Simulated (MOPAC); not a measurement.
MOPAC input (PM3):

```
PM3 PRECISE GNORM=0.05 LET XYZ GEO-OK AUX(PRECISION=9) THREADS=1
ITl

Tl   -0.00000000 1   -0.00000000 1   -1.13760339 1
I     0.00000000 1    0.00000000 1    1.73860141 1
```

Output:

```
 *******************************************************************************
 **                                                                           **
 **                              MOPAC v23.2.5                                **
 **                                                                           **
 *******************************************************************************
 ** MOPAC's Digital Object Identifier: https://doi.org/10.5281/zenodo.6511958 **
 **                                                                           **
 ** Please cite the open-source release paper for use of this MOPAC version:  **
 ** J. E. Moussa and J. J. P. Stewart (2026)                                  **
 ** MOPAC: An open-source semiempirical molecular orbital program             **
 ** J. Open Source Softw., 11(119), 8025, https://doi.org/10.21105/joss.08025 **
 *******************************************************************************

                              PM3 CALCULATION RESULTS

 *******************************************************************************
 *  PM3        - The PM3 Hamiltonian to be used
 *  GEO-OK     - OVERRIDE INTERATOMIC DISTANCE AND OTHER SAFETY CHECKS
 *  LET        - OVERRIDE SOME SAFETY CHECKS
 *  PRECISE    - TIGHTER CRITERIA TO BE USED
 *  XYZ        - CARTESIAN COORDINATE SYSTEM TO BE USED
 *  GNORM      - EXIT WHEN GRADIENT NORM DROPS BELOW 0.050
 *  AUX        - OUTPUT AUXILIARY INFORMATION
 *******************************************************************************
PM3 PRECISE GNORM=0.05 LET XYZ GEO-OK AUX(PRECISION=9) THREADS=1
 ITl

   ATOM   CHEMICAL          X               Y               Z
  NUMBER   SYMBOL      (ANGSTROMS)     (ANGSTROMS)     (ANGSTROMS)

     1      Tl         -0.00000000  *  -0.00000000  *  -1.13760339  *
     2       I          0.00000000  *   0.00000000  *   1.73860141  *

          CARTESIAN COORDINATES

    NO.       ATOM           X           Y           Z

     1        Tl         -0.0000     -0.0000     -1.1376
     2         I          0.0000      0.0000      1.7386

  I: (PM3): J. J. P. STEWART, J. COMP. CHEM. 10, 209 (1989).
 Tl: (PM3): J. J. P. STEWART, J. COMP. CHEM. 12, 320-341 (1991).

           Empirical Formula: Tl I  =     2 atoms

      MOLECULAR POINT GROUP   :   C*v

      RHF CALCULATION, NO. OF DOUBLY OCCUPIED LEVELS = 5

          Geometry optimization using EF

          DIAGONAL MATRIX USED AS START HESSIAN

 CYCLE:     1  GRAD.:    51.896 HEAT: -9.717608
 CYCLE:     2  GRAD.:    54.825 HEAT: -10.15608
 CYCLE:     3  GRAD.:     5.602 HEAT: -12.64545
 CYCLE:     4  GRAD.:     0.302 HEAT: -12.67356
 CYCLE:     5  GRAD.:     0.018 HEAT: -12.67364

     GRADIENT =  0.01826 IS LESS THAN CUTOFF =  0.05000

 -------------------------------------------------------------------------------
 PM3 PRECISE GNORM=0.05 LET XYZ GEO-OK AUX(PRECISION=9) THREADS=1
 ITl

     GEOMETRY OPTIMISED USING EIGENVECTOR FOLLOWING (EF).
     SCF FIELD WAS ACHIEVED

                              PM3 CALCULATION
                                                       MOPAC v23.2.5 Linux

          FINAL HEAT OF FORMATION =        -12.67364 KCAL/MOL =     -53.02651 KJ/MOL

          COSMO AREA              =        104.94 SQUARE ANGSTROMS
          COSMO VOLUME            =         92.58 CUBIC ANGSTROMS

          GRADIENT NORM           =          0.01826          =       0.01291 PER ATOM
          IONIZATION POTENTIAL    =          9.690680 EV
          HOMO LUMO ENERGIES (EV) =         -9.691 -0.421
          NO. OF FILLED LEVELS    =          5
          MOLECULAR WEIGHT        =        331.2745         POINT GROUP:  C*v

          MOLECULAR DIMENSIONS (Angstroms)

            Atom       Atom       Distance
            I     2   Tl     1     2.72443
            I     2   Tl     1     0.00000
           Tl     1    I     2     0.00000

          SCF CALCULATIONS        =          6

   ATOM   CHEMICAL          X               Y               Z
  NUMBER   SYMBOL      (ANGSTROMS)     (ANGSTROMS)     (ANGSTROMS)

     1      Tl          0.00000000  *   0.00000000  *  -1.06171498  *
     2       I          0.00000000  *   0.00000000  *   1.66271300  *

                             CARTESIAN COORDINATES

   1   Tl        0.000000000     0.000000000    -1.061714982
   2    I        0.000000000     0.000000000     1.662713002

           Empirical Formula: Tl I  =     2 atoms

      MOLECULAR POINT GROUP   :   C*v

                  EIGENVALUES
 -11.84135 -11.65996 -10.77566  -9.69068  -9.69068  -0.42148   0.70591   0.70591

              NET ATOMIC CHARGES AND DIPOLE CONTRIBUTIONS

  ATOM NO.   TYPE          CHARGE      No. of ELECS.   s-Pop       p-Pop
    1         Tl           0.365316        2.6347     1.99973     0.63496
    2          I          -0.365316        7.3653     1.94150     5.42381
 DIPOLE           X         Y         Z       TOTAL
 POINT-CHG.     0.000    -0.000    -4.781     4.781
 HYBRID        -0.000    -0.000    -0.128     0.128
 SUM           -0.000    -0.000    -4.909     4.909

          ATOMIC ORBITAL ELECTRON POPULATIONS

     Atom    s        px        py        pz
    1 Tl   1.99973   0.04286   0.04286   0.54923
    2  I   1.94150   1.95714   1.95714   1.50954

 **********************
 *                    *
 * JOB ENDED NORMALLY *
 *                    *
 **********************

 == MOPAC DONE ==
```

The geometry given is a B3LYP-D3(BJ)/def2-TZVP minimum.
